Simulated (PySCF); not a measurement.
**Unknowns**

[PySCF 2.14: J: B3LYP/pcJ-1 (spin–dipole term left out of most H,H and C,H couplings); GFN2-xTB geometry; σ from GIAO-PBE0/pcSseg-1; non-relativistic; gas phase; one conformer; fast rotation and ring inversion assumed for equivalent nuclei]

References, each an isolated molecule treated in the same way: $^{1}$H (31.72 ppm) and $^{13}$C (186.93 ppm) vs TMS. Multiplet labels drop J under 1 Hz and among equivalent protons, and merge close values. Unscaled 3J(H,H) run several per cent high. Where no couplings were computed, multiplicities follow the n + 1 count of equivalent neighbours, and m marks all less simple cases (inequivalent or close neighbours, rings, F or P nearby). One-bond C–F couplings are unscaled and too large by tens of Hz. Shifts are as computed. Against solution values, carbons near 30 ppm lie about +3 ppm off and those near 130 ppm about +5 ppm. Of 1309 compounds with measured shifts, 239 miss one by over three times the rms of a fit or turn the order of signals round; such compounds aren't used in these exercises.

(1) C$_{5}$H$_{6}$FN. $^{1}$H NMR (400 MHz, computed): δ 6.30 (m, 1H), 6.30 (m, 1H), 6.15 (m, 1H), 3.66 (s, 3H). $^{13}$C{$^{1}$H} NMR (computed): δ 161.5 (d, J = 304.2 Hz), 119.9 (d, J = 3.7 Hz), 109.1 (d, J = 23.0 Hz), 104.0 (d, J = 11.4 Hz), 37.3. Give a structure.

(2) C$_{7}$H$_{10}$OSi. $^{1}$H NMR (600 MHz, computed): δ 7.81 (m, 1H), 7.49 (m, 1H), 6.71 (m, 1H), 6.45 (br s, 1H), 5.90 (br s, 1H), 4.64 (q, 2H), 0.26 (t, 3H). $^{13}$C{$^{1}$H} NMR (computed): δ 148.1, 144.9, 142.6, 134.9, 132.3, 117.5, -6.0. Identify the compound.

Answers

(1) `InChI=1S/C5H6FN/c1-7-3-2-5(6)4-7/h2-4H,1H3`. Rings plus π bonds: 3 (1 ring in the answer). 5 carbon signals for 5 carbons: no two carbons are equivalent. Carbon types of the structure: 1 × C, 3 × CH, 1 × CH3, which accounts for all hydrogens. δC 161.5: aromatic carbon bearing fluorine; σ withdrawal by the attached heteroatom moves it downfield of the ring CH carbons. δC 119.9, 109.1: aromatic CH next to a ring nitrogen. δC 104.0: aromatic CH. δH 6.30, 6.30: hydrogen on an aromatic CH next to a ring nitrogen; ring-current deshielding.

The data come from this structure; uniqueness wasn't tested.

(2) `C=C([SiH2]C)c1ccoc1`. The formula gives 4 degrees of unsaturation (1 ring in the answer). 7 carbon signals for 7 carbons: no two carbons are equivalent. Carbon types of the structure: 2 × C, 3 × CH, 1 × CH2, 1 × CH3, leaving 2 H on heteroatoms. δC 148.1, 142.6: aromatic CH next to the ring oxygen. δC 144.9: fully substituted alkene carbon; as expected for a trigonal carbon in a double bond. δC 132.3: terminal =CH2 carbon; an sp2 carbon of a C=C bond. δC 117.5: aromatic CH.

The data come from this structure; uniqueness wasn't tested.
